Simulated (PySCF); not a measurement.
Start geometry of `[PH3]->[Hf](<-[PH3])([Cl])([Cl])([Cl])[Cl]` (trans-Hf(PH3)2Cl4) from GFN2-xTB (Å):
```
atom  x, y, z in Å
Hf1    0.1319   -0.0324    0.0124
P2    -0.1287   -0.0169    2.7981
H3     0.6840    0.7949    3.5047
H4     0.6163   -1.1781    3.1457
H5    -1.0809   -0.1078    3.7735
P6     0.0106   -0.0421   -2.8157
H7     0.8351    0.7139   -3.6427
H8    -1.1069    0.6256   -3.1263
H9    -0.1819   -1.0518   -3.6813
Cl10   2.2427    0.1241    0.9423
Cl11  -2.2847    0.1102   -0.1511
Cl12   0.2858    2.2679   -0.7470
Cl13   0.0073   -2.2597    0.0095
```

Task: What comes out of this run: PySCF, PBE0-D3(BJ)/def2-SVP geometry optimisation, gas phase, def2 core potentials past Kr?

Result: 
```
atom  x, y, z in Å
Hf1    0.0686    0.0404    0.0001
P2    -0.0731    0.0095    2.7939
H3     0.6424    1.0302    3.4668
H4     0.5247   -1.1240    3.3963
H5    -1.2972    0.0547    3.5064
P6    -0.0301   -0.1009   -2.7894
H7     1.0241    0.5442   -3.4821
H8    -1.1327    0.5679   -3.3731
H9    -0.0743   -1.3275   -3.4974
Cl10   2.3521    0.1222    0.7597
Cl11  -2.3094    0.1469    0.2762
Cl12   0.1725    2.3228   -0.7604
Cl13   0.1628   -2.3385   -0.2748
```

The energy falls by 20.0 kcal/mol over 13 energy and gradient evaluations, the largest force component goes from 0.0579 to 4.0e-04 Eh/bohr, and the atoms move by 0.247 Å rms after alignment. The bond that changes most is Hf1–Cl13 (ends: hafnium bonded to 4 Cl and 2 P; chlorine bonded to Hf), which lengthens by 0.166 Å. Bonds longer at the end by more than 0.005 Å: 7 of 12; shorter: 4. Among the angles that change most is Hf1–P2–H5, from 140.8° to 123.1°. Among the dihedrals that turn most is Cl13–Hf1–P6–H7, from -135° to -120°. Rotational constants go from 717.7, 528.5, 492.3 to 660.0, 511.4, 509.2 MHz. The orientation of the end geometry is arbitrary; only internal coordinates are fixed.

The run used 170 basis functions and 90 SCF cycles in all. Hardware: one thread of an Arm Neoverse V1, shared host. Cost: 5.5 min, 0.78 GiB resident at most.

PBE0-D3(BJ)/def2-SVP frequencies: not computed here.
